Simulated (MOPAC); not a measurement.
Input file for MOPAC: PM3 on H2OTe (SMILES O[TeH]), a point of a torsion scan.

```
PM3 1SCF PRECISE CHARGE=0 THREADS=1
H2OTe

O     -1.04295768 1     0.33996023 1     0.31961129 1
Te     0.85247933 1     0.70846421 1    -0.19173558 1
H     -1.42156556 1    -0.30640059 1    -0.27431011 1
H      0.50280592 1     2.29211884 1    -0.44174748 1
```

The log:

```
*******************************************************************************
 **                                                                           **
 **                              MOPAC v23.2.5                                **
 **                                                                           **
 *******************************************************************************
 ** MOPAC's Digital Object Identifier: https://doi.org/10.5281/zenodo.6511958 **
 **                                                                           **
 ** Please cite the open-source release paper for use of this MOPAC version:  **
 ** J. E. Moussa and J. J. P. Stewart (2026)                                  **
 ** MOPAC: An open-source semiempirical molecular orbital program             **
 ** J. Open Source Softw., 11(119), 8025, https://doi.org/10.21105/joss.08025 **
 *******************************************************************************

                              PM3 CALCULATION RESULTS

 *******************************************************************************
 *  PM3        - The PM3 Hamiltonian to be used
 *
 *
 *
 *                 CHARGE ON SYSTEM = 0
 *
 *
 *
 *  PRECISE    - TIGHTER CRITERIA TO BE USED
 *  1SCF       - DO 1 SCF AND THEN STOP
 *  THREADS=1  - MULTI-THREADING NOT USED
 *  T=         - A TIME OF 172800.0 SECONDS REQUESTED
 *  DUMP=N     - RESTART FILE WRITTEN EVERY 7200.0 SECONDS REQUESTED
 *******************************************************************************
PM3 1SCF PRECISE CHARGE=0 THREADS=1
 H2OTe

   ATOM   CHEMICAL          X               Y               Z
  NUMBER   SYMBOL      (ANGSTROMS)     (ANGSTROMS)     (ANGSTROMS)

     1       O         -1.04295768  *   0.33996023  *   0.31961129  *
     2      Te          0.85247933  *   0.70846421  *  -0.19173558  *
     3       H         -1.42156556  *  -0.30640059  *  -0.27431011  *
     4       H          0.50280592  *   2.29211884  *  -0.44174748  *



          CARTESIAN COORDINATES

    NO.       ATOM           X           Y           Z

     1         O         -1.0430      0.3400      0.3196
     2        Te          0.8525      0.7085     -0.1917
     3         H         -1.4216     -0.3064     -0.2743
     4         H          0.5028      2.2921     -0.4417

  H: (PM3): J. J. P. STEWART, J. COMP. CHEM. 10, 209 (1989).
  O: (PM3): J. J. P. STEWART, J. COMP. CHEM. 10, 209 (1989).
 Te: (PM3): J. J. P. STEWART, J. COMP. CHEM. 12, 320-341 (1991).

           Empirical Formula: H2 O Te  =     4 atoms



      MOLECULAR POINT GROUP   :   C1


      RHF CALCULATION, NO. OF DOUBLY OCCUPIED LEVELS = 7


 -------------------------------------------------------------------------------
 PM3 1SCF PRECISE CHARGE=0 THREADS=1
 H2OTe



     1SCF WAS SPECIFIED, SO BFGS WAS NOT USED
     SCF FIELD WAS ACHIEVED


                              PM3 CALCULATION
                                                       MOPAC v23.2.5 Linux




          FINAL HEAT OF FORMATION =        -20.96215 KCAL/MOL =     -87.70566 KJ/MOL


          COSMO AREA              =         86.35 SQUARE ANGSTROMS
          COSMO VOLUME            =         71.50 CUBIC ANGSTROMS

          IONIZATION POTENTIAL    =          8.895238 EV
          HOMO LUMO ENERGIES (EV) =         -8.895 -1.163
          NO. OF FILLED LEVELS    =          7
          MOLECULAR WEIGHT        =        145.6152         POINT GROUP:  C1

          MOLECULAR DIMENSIONS (Angstroms)

            Atom       Atom       Distance
            H     4    H     3     3.23783
           Te     2    O     1     1.37520
           Te     2    H     3     0.57334


          SCF CALCULATIONS        =          1





   ATOM   CHEMICAL          X               Y               Z
  NUMBER   SYMBOL      (ANGSTROMS)     (ANGSTROMS)     (ANGSTROMS)

     1       O         -1.04295768  *   0.33996023  *   0.31961129  *
     2      Te          0.85247933  *   0.70846421  *  -0.19173558  *
     3       H         -1.42156556  *  -0.30640059  *  -0.27431011  *
     4       H          0.50280592  *   2.29211884  *  -0.44174748  *

                             CARTESIAN COORDINATES

   1    O       -1.042957680     0.339960230     0.319611290
   2   Te        0.852479330     0.708464210    -0.191735580
   3    H       -1.421565560    -0.306400590    -0.274310110
   4    H        0.502805920     2.292118840    -0.441747480


           Empirical Formula: H2 O Te  =     4 atoms



      MOLECULAR POINT GROUP   :   C1


                  EIGENVALUES
 -34.94291 -16.35853 -14.61113 -12.76491 -11.94254 -10.38401  -8.89524  -1.16303
  -0.74375   5.13344


              NET ATOMIC CHARGES AND DIPOLE CONTRIBUTIONS

  ATOM NO.   TYPE          CHARGE      No. of ELECS.   s-Pop       p-Pop
    1          O          -0.516409        6.5164     1.79959     4.71682
    2         Te           0.412106        5.5879     1.95237     3.63552
    3          H           0.182584        0.8174     0.81742
    4          H          -0.078281        1.0783     1.07828
 DIPOLE           X         Y         Z       TOTAL
 POINT-CHG.     2.839    -0.571    -1.247     3.153
 HYBRID        -0.108    -0.078    -0.536     0.552
 SUM            2.731    -0.650    -1.783     3.325


          ATOMIC ORBITAL ELECTRON POPULATIONS

     Atom    s        px        py        pz
    1  O   1.79959   1.43964   1.64266   1.63453
    2 Te   1.95237   0.70728   1.02799   1.90025
    3  H   0.81742
    4  H   1.07828

 **********************
 *                    *
 * JOB ENDED NORMALLY *
 *                    *
 **********************




 == MOPAC DONE ==
```

The run finished.

Cost: around 0.03 core-seconds (rough).
